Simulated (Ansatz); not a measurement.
Mulliken charges of CH$_{3}$AlCl$_{2}$O, SMILES `C[O][Al]([Cl])[Cl]` from PBE/def2-TZVPP in Ansatz (PBE0-D4/def2-TZVP geometry).

```
atom   x (Å)   y (Å)   z (Å)  charge (e)
  C1  -0.640   1.046  -0.518      -0.130
  O2  -0.580  -0.253   0.004      -0.272
 Al3   0.615  -1.261   0.576       0.527
 Cl4   2.601  -0.642   0.619      -0.215
 Cl5   0.101  -3.151   1.249      -0.199
  H6   0.346   1.522  -0.564       0.092
  H7  -1.293   1.664   0.106       0.099
  H8  -1.058   1.018  -1.528       0.099
```

**Question.** By hand: the dipole of these point charges (1 e Å = 4.8032 D).

**Answer.** Σ q r = (-0.215, 0.439, -0.204) e Å, of length 0.530 e Å = 2.55 D.

**Question.** How does the dipole of the full density compare? (Estimate.)

**Answer.** Computed: (-0.098, 0.308, -0.136) e Å, 1.68 D; the point charges give 1.52 times that, at 8° from its direction.

Point charges leave out the atoms' own dipoles, such as those of lone pairs, and Mulliken's split depends on the basis, so the two needn't agree.
